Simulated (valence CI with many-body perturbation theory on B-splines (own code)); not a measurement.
**Energy levels of Cd43+**

Computed by configuration interaction combined with many-body perturbation theory (CI+MBPT): three valence electrons over a frozen Dirac-Fock core [He], a basis of 11 s, 11 p, 9 d, 7 f, 5 g, 2 h, 1 i functions for each j, with the one-electron correlation potential Σ1 (screened to all orders), the two-electron term Σ2, the three-electron term Σ3, Breit, model QED; selected single and double excitations, second order for the rest (own B-spline code, finite nucleus).

The last digits are not significant, and no measured levels were compared; by estimate large intervals hold to a few tenths of a per cent, small ones and those within an open d or f shell to about a per cent.

Levels 1 to 45 of 99, with energies above the lowest level, (2s^2 2p1/2) J=1/2. "Leading %" is the weight of the configuration and term that name the level; weights of strongly mixed levels are sums over their largest components and can fall short. In the jj column 3d3/2^4 stands for four electrons in 3d with j = 3/2.

| No. | Configuration | Term | J | E (Ry) | Leading % | Second component | Leading jj | g |
| --- | --- | --- | --- | --- | --- | --- | --- | --- |
| 1 | 2s²2p | ²P° | 1/2 | 0.00 | 100 |  | 2s^2 2p1/2 (100 %) | 0.646 |
| 2 | 2s2p² | ⁴P | 1/2 | 10.03 | 64 | 25 % 2s2p² ²S | 2s 2p1/2^2 (96 %) | 2.256 |
| 3 | 2s²2p | ²P° | 3/2 | 15.72 | 98 |  | 2s^2 2p3/2 (98 %) | 1.319 |
| 4 | 2s2p² | ⁴P | 3/2 | 22.78 | 94 | 4 % 2s2p² ²D | 2s 2p1/2 2p3/2 (99 %) | 1.670 |
| 5 | 2s2p² | ²D | 5/2 | 24.82 | 52 | 48 % 2s2p² ⁴P | 2s 2p1/2 2p3/2 (98 %) | 1.376 |
| 6 | 2s2p² | ²D | 3/2 | 28.05 | 70 | 29 % 2s2p² ²P | 2s 2p1/2 2p3/2 (99 %) | 0.951 |
| 7 | 2s2p² | ²P | 1/2 | 28.23 | 72 | 24 % 2s2p² ⁴P | 2s 2p1/2 2p3/2 (95 %) | 1.182 |
| 8 | 2p³ | ²P° | 3/2 | 39.02 | 44 | 31 % 2p³ ⁴S° | 2p1/2^2 2p3/2 (98 %) | 1.388 |
| 9 | 2s2p² | ⁴P | 5/2 | 39.85 | 52 | 48 % 2s2p² ²D | 2s 2p3/2^2 (98 %) | 1.394 |
| 10 | 2s2p² | ²S | 1/2 | 44.56 | 71 | 16 % 2s2p² ²P | 2s 2p3/2^2 (98 %) | 1.851 |
| 11 | 2s2p² | ²P | 3/2 | 44.64 | 69 | 26 % 2s2p² ²D | 2s 2p3/2^2 (98 %) | 1.202 |
| 12 | 2p³ | ⁴S° | 3/2 | 52.78 | 53 | 46 % 2p³ ²D° | 2p1/2 2p3/2^2 (99 %) | 1.427 |
| 13 | 2p³ | ²D° | 5/2 | 54.09 | 100 |  | 2p1/2 2p3/2^2 (100 %) | 1.185 |
| 14 | 2p³ | ²P° | 1/2 | 56.56 | 99 |  | 2p1/2 2p3/2^2 (99 %) | 0.646 |
| 15 | 2p³ | ²P° | 3/2 | 70.68 | 55 | 28 % 2p³ ²D° | 2p3/2^3 (99 %) | 1.278 |
| 16 | 2s²3s | ²S | 1/2 | 292.81 | 97 |  | 2s^2 3s (97 %) | 1.995 |
| 17 | 2s²3p | ²P° | 1/2 | 296.37 | 95 |  | 2s^2 3p1/2 (95 %) | 0.670 |
| 18 | 2s2p3s | ⁴P° | 1/2 | 299.75 | 87 | 9 % 2s2p3s ²P° | 2s 2p1/2 3s (98 %) | 2.413 |
| 19 | 2s²3p | ²P° | 3/2 | 300.32 | 46 | 32 % 2s2p3s ⁴P° | 2s 2p1/2 3s (52 %) | 1.453 |
| 20 | 2s²3p | ²P° | 3/2 | 301.68 | 50 | 35 % 2s2p3s ⁴P° | 2s^2 3p3/2 (50 %) | 1.465 |
| 21 | 2s2p3s | ²P° | 1/2 | 302.17 | 94 | 5 % 2s2p3s ⁴P° | 2s 2p1/2 3s (97 %) | 0.745 |
| 22 | 2s2p3p | ⁴D | 1/2 | 302.77 | 73 | 20 % 2s2p3p ²P | 2s 2p1/2 3p1/2 (99 %) | 0.255 |
| 23 | 2s²3d | ²D | 3/2 | 303.58 | 59 | 17 % 2s2p3p ⁴D | 2s^2 3d3/2 (59 %) | 0.922 |
| 24 | 2s²3d | ²D | 3/2 | 304.26 | 38 | 30 % 2s2p3p ⁴D | 2s 2p1/2 3p1/2 (58 %) | 1.021 |
| 25 | 2s²3d | ²D | 5/2 | 305.17 | 97 |  | 2s^2 3d5/2 (97 %) | 1.195 |
| 26 | 2s2p3p | ⁴P | 1/2 | 305.69 | 53 | 27 % 2s2p3p ²S | 2s 2p1/2 3p1/2 (97 %) | 2.044 |
| 27 | 2s2p3p | ⁴P | 3/2 | 307.97 | 30 | 26 % 2s2p3p ⁴D | 2s 2p1/2 3p3/2 (99 %) | 1.412 |
| 28 | 2s2p3p | ²P | 1/2 | 308.97 | 41 | 16 % 2s2p3p ⁴P | 2s 2p1/2 3p3/2 (87 %) | 1.294 |
| 29 | 2s2p3p | ⁴D | 5/2 | 309.27 | 53 | 29 % 2s2p3p ²D | 2s 2p1/2 3p3/2 (96 %) | 1.350 |
| 30 | 2s2p3p | ²D | 3/2 | 309.51 | 48 | 19 % 2s2p3p ⁴S | 2s 2p1/2 3p3/2 (98 %) | 1.243 |
| 31 | 2s2p3d | ⁴F° | 3/2 | 310.06 | 74 | 14 % 2s2p3d ²D° | 2s 2p1/2 3d3/2 (99 %) | 0.546 |
| 32 | 2s2p3d | ⁴F° | 5/2 | 311.24 | 63 | 14 % 2s2p3d ²F° | 2s 2p1/2 3d3/2 (79 %) | 1.051 |
| 33 | 2s2p3d | ⁴P° | 5/2 | 312.07 | 41 | 22 % 2s2p3d ⁴D° | 2s 2p1/2 3d5/2 (86 %) | 1.349 |
| 34 | 2s2p3d | ⁴D° | 1/2 | 312.14 | 59 | 29 % 2s2p3d ²P° | 2s 2p1/2 3d3/2 (92 %) | 0.395 |
| 35 | 2s2p3d | ⁴D° | 3/2 | 312.24 | 37 | 23 % 2s2p3d ⁴P° | 2s 2p1/2 3d3/2 (87 %) | 1.258 |
| 36 | 2s2p3d | ⁴F° | 7/2 | 313.15 | 45 | 29 % 2s2p3d ²F° | 2s 2p1/2 3d5/2 (97 %) | 1.251 |
| 37 | 2p²3s | ⁴P | 1/2 | 313.26 | 48 | 22 % 2p²3s ²S | 2p1/2^2 3s (87 %) | 1.991 |
| 38 | 2s2p3d | ²D° | 3/2 | 313.90 | 47 | 39 % 2s2p3d ²P° | 2s 2p1/2 3d5/2 (85 %) | 1.037 |
| 39 | 2s2p3d | ²F° | 5/2 | 313.91 | 60 | 14 % 2s2p3d ²D° | 2s 2p1/2 3d5/2 (91 %) | 1.040 |
| 40 | 2s2p3s | ⁴P° | 5/2 | 315.49 | 97 |  | 2s 2p3/2 3s (97 %) | 1.580 |
| 41 | 2p²3p | ⁴D° | 1/2 | 315.77 | 39 | 37 % 2p²3p ²P° | 2p1/2^2 3p1/2 (91 %) | 0.648 |
| 42 | 2s2p3s | ²P° | 3/2 | 316.63 | 80 | 19 % 2s2p3s ⁴P° | 2s 2p3/2 3s (99 %) | 1.394 |
| 43 | 2s2p3p | ⁴P | 3/2 | 319.35 | 48 | 23 % 2s2p3p ⁴S | 2s 2p3/2 3p1/2 (99 %) | 1.631 |
| 44 | 2s2p3p | ²D | 5/2 | 319.55 | 42 | 33 % 2s2p3p ⁴D | 2s 2p3/2 3p1/2 (98 %) | 1.342 |
| 45 | 2s2p3s | ²P° | 1/2 | 319.96 | 92 | 7 % 2s2p3s ⁴P° | 2s 2p3/2 3s (97 %) | 0.786 |

The ionisation energy to 2s² ¹S0 of the next ion comes out as 7111.5 eV (NIST: 7109 ± 5 eV (semi-empirical)). All 99 levels together are meant to be complete up to 339.98 Ry.
